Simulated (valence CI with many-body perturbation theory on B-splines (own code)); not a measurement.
## E1 transitions of Xe49+

Calculated by relativistic CI+MBPT: three valence electrons over a frozen Dirac-Fock core [He], radial functions for each j: 11 s, 11 p, 10 d, 8 f, 5 g, 2 h, with the one-electron correlation potential Σ1 (screened to all orders), the two-electron term Σ2, the three-electron term Σ3, Breit, model QED; selected single and double excitations, second order for the rest, scaled by the run's own slope (own B-spline code, finite nucleus).

No measured spectrum was set against this ion. As an estimate, large intervals hold to a few tenths of a per cent, small ones and those within an open d or f shell to about a per cent.

Lines 51 to 100 of 464 in falling wavelength, among levels below 60578 × 10³ cm⁻¹, chosen from the strongest by gf and those to the six lowest levels. Wavelengths and rates use the calculated energies. Electric multipoles are in the length gauge, E1 and E2 with the static RPA response of the core. Weak lines are less certain than strong ones. Lines between different terms over intervals too small for the method are left out, as are lines whose strength nearly cancels.

Levels are named by their leading jj configuration (3d3/2^4 stands for four electrons in 3d with j = 3/2), which in mixed levels can hold well under half, so a name can repeat and another be missing. Letters in brackets count levels of one name in rising energy.

| λ vac (nm) | Upper | Lower | A (s⁻¹) | log gf | Branch % |
| --- | --- | --- | --- | --- | --- |
| 8.779 | (2p1/2 2p3/2 3p3/2) J=3/2 [a] | (2p1/2 2p3/2 3s) J=1/2 | 2.47e+10 | -0.94 | 0.0 |
| 8.778 | (2p3/2^2 3p3/2) J=1/2 | (2p3/2^2 3s) J=3/2 | 5.52e+10 | -0.89 | 0.0 |
| 8.756 | (2s 2p3/2 3d3/2) J=5/2 [a] | (2s 2p3/2 3p1/2) J=3/2 [a] | 1.71e+10 | -0.93 | 0.0 |
| 8.733 | (2p1/2 2p3/2 3d3/2) J=5/2 [a] | (2p1/2 2p3/2 3p1/2) J=3/2 [a] | 2.98e+10 | -0.69 | 0.1 |
| 8.723 | (2p3/2^2 3d3/2) J=5/2 | (2p3/2^2 3p1/2) J=5/2 | 2.06e+10 | -0.85 | 0.0 |
| 8.629 | (2p3/2^2 3d3/2) J=3/2 [a] | (2p3/2^2 3p1/2) J=3/2 | 3.28e+10 | -0.83 | 0.0 |
| 8.577 | (2p3/2^2 3d3/2) J=7/2 | (2p3/2^2 3p1/2) J=5/2 | 4.28e+10 | -0.42 | 0.0 |
| 8.567 | (2s 2p3/2 3d3/2) J=7/2 | (2s 2p3/2 3p1/2) J=5/2 | 3.46e+10 | -0.52 | 0.0 |
| 8.562 | (2p3/2^2 3d3/2) J=5/2 | (2p3/2^2 3p1/2) J=3/2 | 1.93e+10 | -0.90 | 0.0 |
| 8.511 | (2s 2p1/2 2p3/2) J=5/2 | (2s^2 2p3/2) J=3/2 | 4.11e+09 | -1.57 | 100.0 |
| 8.473 | (2p1/2 2p3/2 3d3/2) J=7/2 | (2p1/2 2p3/2 3p1/2) J=5/2 | 3.38e+10 | -0.54 | 1.9 |
| 8.465 | (2p1/2^2 3p3/2) J=3/2 | (2p1/2^2 3s) J=1/2 | 6.80e+10 | -0.53 | 0.1 |
| 8.439 | (2s 2p1/2 3d3/2) J=3/2 [a] | (2s 2p1/2 3p1/2) J=1/2 [a] | 3.99e+10 | -0.77 | 0.0 |
| 8.425 | (2p3/2^2 3p3/2) J=5/2 | (2p3/2^2 3s) J=5/2 | 3.35e+10 | -0.67 | 0.0 |
| 8.412 | (2p3/2^2 3p3/2) J=7/2 | (2p3/2^2 3s) J=5/2 | 6.91e+10 | -0.23 | 0.1 |
| 8.365 | (2p1/2 2p3/2 3p3/2) J=5/2 [a] | (2p1/2 2p3/2 3s) J=3/2 [a] | 6.02e+10 | -0.42 | 0.0 |
| 8.365 | (2s 2p1/2 3p3/2) J=3/2 [b] | (2s 2p1/2 3s) J=1/2 [b] | 3.61e+10 | -0.82 | 0.0 |
| 8.360 | (2s 2p3/2 3d3/2) J=5/2 [b] | (2s 2p3/2 3p1/2) J=3/2 [b] | 4.80e+10 | -0.52 | 0.0 |
| 8.353 | (2s 2p1/2 3d3/2) J=5/2 | (2s 2p1/2 3p1/2) J=3/2 | 3.37e+10 | -0.68 | 0.0 |
| 8.323 | (2p1/2 2p3/2 3p3/2) J=7/2 | (2p1/2 2p3/2 3s) J=5/2 | 3.97e+10 | -0.48 | 0.0 |
| 8.244 | (2s^2 3d3/2) J=3/2 | (2s^2 3p1/2) J=1/2 | 4.57e+10 | -0.73 | 0.0 |
| 8.201 | (2s 2p3/2 3p3/2) J=5/2 [a] | (2s 2p3/2 3s) J=3/2 [a] | 2.47e+10 | -0.83 | 0.0 |
| 8.045 | (2s 2p3/2 3p3/2) J=7/2 | (2s 2p3/2 3s) J=5/2 | 7.41e+10 | -0.24 | 13.8 |
| 8.040 | (2p3/2^2 3p3/2) J=3/2 [b] | (2p3/2^2 3s) J=1/2 | 7.21e+10 | -0.55 | 0.1 |
| 8.015 | (2p1/2 2p3/2 3p3/2) J=3/2 [b] | (2p1/2 2p3/2 3s) J=3/2 [b] | 3.79e+10 | -0.84 | 0.0 |
| 7.981 | (2s 2p3/2 3p3/2) J=5/2 [b] | (2s 2p3/2 3s) J=3/2 [b] | 7.72e+10 | -0.35 | 0.1 |
| 7.646 | (2s 2p1/2 3p3/2) J=3/2 [a] | (2s 2p1/2 3s) J=1/2 [a] | 8.02e+10 | -0.55 | 0.1 |
| 7.589 | (2s 2p1/2^2) J=1/2 | (2s^2 2p1/2) J=1/2 | 9.43e+09 | -1.79 | 100.0 |
| 7.579 | (2p1/2 2p3/2 3p3/2) J=5/2 [b] | (2p1/2 2p3/2 3s) J=3/2 [b] | 3.61e+10 | -0.73 | 0.0 |
| 7.472 | (2s^2 3p3/2) J=3/2 | (2s^2 3s) J=1/2 | 9.13e+10 | -0.51 | 0.8 |
| 7.461 | (2s 2p3/2 3p3/2) J=3/2 [b] | (2s 2p3/2 3s) J=3/2 [b] | 3.69e+10 | -0.91 | 0.0 |
| 7.393 | (2p1/2 2p3/2 3p3/2) J=5/2 [b] | (2p1/2 2p3/2 3s) J=5/2 | 5.30e+10 | -0.58 | 0.0 |
| 7.391 | (2s 2p1/2 3p3/2) J=5/2 | (2s 2p1/2 3s) J=3/2 | 6.99e+10 | -0.46 | 0.9 |
| 7.313 | (2s 2p3/2 3p3/2) J=5/2 [a] | (2s 2p3/2 3s) J=5/2 | 3.03e+10 | -0.84 | 0.0 |
| 7.301 | (2s 2p3/2 3p3/2) J=3/2 [b] | (2s 2p3/2 3s) J=1/2 | 6.21e+10 | -0.70 | 0.1 |
| 7.264 | (2s 2p1/2 3p3/2) J=3/2 [b] | (2s 2p1/2 3s) J=3/2 | 4.93e+10 | -0.81 | 0.0 |
| 7.258 | (2s 2p3/2 3p3/2) J=1/2 [b] | (2s 2p3/2 3s) J=1/2 | 8.05e+10 | -0.90 | 1.9 |
| 7.089 | (2p1/2^2 2p3/2) J=3/2 | (2s 2p1/2 2p3/2) J=3/2 [b] | 8.75e+09 | -1.58 | 1.5 |
| 7.069 | (2p3/2^2 3p3/2) J=3/2 [a] | (2p3/2^2 3s) J=3/2 | 9.22e+10 | -0.56 | 0.1 |
| 6.965 | (2p1/2 2p3/2 3p3/2) J=1/2 [b] | (2p1/2 2p3/2 3s) J=3/2 [b] | 8.86e+10 | -0.89 | 0.1 |
| 6.333 | (2s 2p1/2 2p3/2) J=3/2 [b] | (2s^2 2p3/2) J=3/2 | 5.70e+09 | -1.86 | 0.8 |
| 6.208 | (2p1/2 2p3/2 3s) J=5/2 | (2s 2p3/2 3s) J=5/2 | 3.98e+10 | -0.86 | 0.1 |
| 5.510 | (2p1/2^2 2p3/2) J=3/2 | (2s 2p1/2 2p3/2) J=5/2 | 4.40e+10 | -1.10 | 7.6 |
| 4.830 | (2p1/2^2 2p3/2) J=3/2 | (2s 2p1/2 2p3/2) J=3/2 [a] | 1.47e+10 | -1.69 | 2.5 |
| 2.672 | (2p3/2^2 3p3/2) J=5/2 | (2s 2p3/2 3p3/2) J=3/2 [b] | 2.06e+11 | -0.88 | 0.2 |
| 2.668 | (2p3/2^2 3d5/2) J=7/2 | (2s 2p3/2 3d5/2) J=5/2 [b] | 1.46e+11 | -0.90 | 3.1 |
| 2.610 | (2p3/2^2 3p3/2) J=7/2 | (2s 2p3/2 3p3/2) J=5/2 [b] | 3.08e+11 | -0.60 | 0.3 |
| 2.594 | (2p3/2^2 3d5/2) J=9/2 | (2s 2p3/2 3d5/2) J=7/2 [b] | 3.26e+11 | -0.48 | 15.9 |
| 2.567 | (2p3/2^2 3s) J=5/2 | (2s 2p3/2 3s) J=3/2 [b] | 3.75e+11 | -0.65 | 1.9 |
| 2.565 | (2p3/2^2 3d3/2) J=7/2 | (2s 2p3/2 3d3/2) J=5/2 [b] | 2.96e+11 | -0.63 | 0.1 |

(1) How does gf follow from A for the line at 8.465 nm?

Results:

(1) gf = 1.4992 × (2J+1)_upper × A / σ², with σ = 1181289 cm⁻¹ and 2J+1 = 4: gf = 0.292.
